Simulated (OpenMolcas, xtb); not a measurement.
**BCNF2 (SMILES N#CB(F)F): the dipole moment, rung by rung**

BCNF2 has 5 atoms, charge 0, and is taken as a singlet. SMILES: `N#CB(F)F`. The shape is that of a PBE0-D4/def2-TZVP optimisation.

Each level gives the dipole moment (D). The values are calculated.

```
           level            kind     program  value (D)   CPU time
        GFN0-xTB  semi-empirical         xtb       3.24  under 2 s
    HF/6-311+G**    Hartree–Fock  OpenMolcas       1.75       16 s
 SVWN5/6-311+G**             LDA  OpenMolcas       1.84       29 s
   PBE/6-311+G**             GGA  OpenMolcas       1.83       37 s
r2SCAN/6-311+G**        meta-GGA  OpenMolcas       1.82       47 s
  PBE0/6-311+G**   global hybrid  OpenMolcas       1.78       33 s
```

The values span 1.75 to 3.24 D. Magnitudes only. CPU times are rough (shared hosts, several kinds of processor): they show what a rung costs within a factor of a few.
